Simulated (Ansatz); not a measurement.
A run on CH3F2Sn, SMILES `[CH3][Sn]([F])[F]` radical with other settings.

```yaml
crystal:
  periodic: [false, false, false]
  atoms:
    - {symbol: C, position_ang: [-0.387430, 0.877481, -0.209173]}
    - {symbol: Sn, position_ang: [-0.127807, -1.111328, 0.640888]}
    - {symbol: F, position_ang: [1.629971, -1.077928, 1.432783]}
    - {symbol: F, position_ang: [0.173106, -2.256876, -0.880674]}
    - {symbol: H, position_ang: [-1.305649, 0.890006, -0.791851]}
    - {symbol: H, position_ang: [-0.413338, 1.601454, 0.601993]}
    - {symbol: H, position_ang: [0.492346, 1.009190, -0.839666]}
basis:
  gaussian: {orbitals: def2-TZVPD, fitting: {mean_field: cc-pVTZ-jkfit}, point_charges: [{charge: 0.50, position_ang: [6.037, 0.473, 0.238]}]}
magnetization: {spin_polarized: true, initial_magnetization: 1}
hamiltonian: {xc: {name: B2PLYP}}
```

```sh
$ ansatz run in.yaml --threads 4 --pin off --events-out ev --progress --plain --max-ram 10444MiB
```

It prints (some lines left out):

```
Functional definition: B2PLYP
Error: <dir> the basis set cc-pVTZ-JKFIT has no functions for Sn
```
